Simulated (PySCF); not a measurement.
Computed properties of HOSi, SMILES [OH+]=[Si]

HOSi, SMILES [Si]=[OH+] (connectivity only; charge and spin as stated), charge +1, multiplicity 1. Geometry: B3LYP-D3(BJ)/def2-TZVPD. The isomer is the one that the SMILES or the coordinates give; other isomers of the formula were not compared. One conformer was computed; it need not be the lowest. All values are computed for the isolated molecule unless a solvent is named; none is compared with measurement here.

**Structure.** The optimised structure has C∞v symmetry. All 4 harmonic modes at B3LYP-D3(BJ)/def2-TZVPD (PySCF) are real, so it is a minimum.

**Vibrations.** The strongest infrared lines (harmonic, unscaled, degenerate partners summed) lie at 3784 cm⁻¹ (521 km/mol, H 93 %), 363 cm⁻¹ (457 km/mol, H 85 %, O 14 %), 1120 cm⁻¹ (135 km/mol, O 58 %, Si 38 %). The softest mode is at 363 cm⁻¹ and the zero-point energy is 8.0 kcal/mol.

**Electronic structure.** r2SCAN/def2-TZVPD (PySCF) places the frontier levels at -15.76 and -9.44 eV, a gap of 6.32 eV and a mean polarisability of 23.2 bohr³.

**Excitations.** TDDFT-ωB97X/def2-TZVPD (PySCF) has S1 at 7.55 eV (164 nm, f = 0.512, bright); the most intense of the 10 singlets computed lies at 10.89 eV (f = 1.00). Strengths of degenerate partners are summed. T1 (TDA) is at 4.80 eV. No vertical singlet excitation falls in the visible range (under 3.1 eV).

**NMR.** GIAO shifts at PBE0/pcSseg-2 (PySCF) (non-relativistic, atoms alike by connectivity averaged): ¹H at 6.4 ppm against TMS; ²⁹Si at -145.4 ppm against TMS.
